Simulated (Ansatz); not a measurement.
Reaction (redistribution): `[F][Sn][Cl]` + `C[O][In]([OH])[SH]` → `C[O][Sn][Cl]` + `[OH][In]([F])[SH]`

Computed with Ansatz on PBE0-D4/def2-TZVP structures; ΔE is electronic, products minus reactants. CCSD(T)/CBS adds triple-zeta CCSD(T) − MP2 to the extrapolated MP2 energy (def2 sets, frozen cores). Functionals use def2-TZVPP. def2 core potentials past Kr. For In, Sn outer-core shells are correlated without core-valence functions, which leaves a few kJ/mol of doubt a bond. One conformer a species, not always the lowest.

```tsv
level	ΔE (kJ/mol)
PBE-D4	-11.9
ωB97X-V	-9.6
r2SCAN	-11.3
PBE0	-10.2
```

What does CCSD(T)/CBS give? (Estimate.)

The calculation gave: -9.1 kJ/mol. The listed levels differ from it by -2.8, -0.5, -2.2, -1.1 kJ/mol.

Largest T1 diagnostic among the species: 0.017.
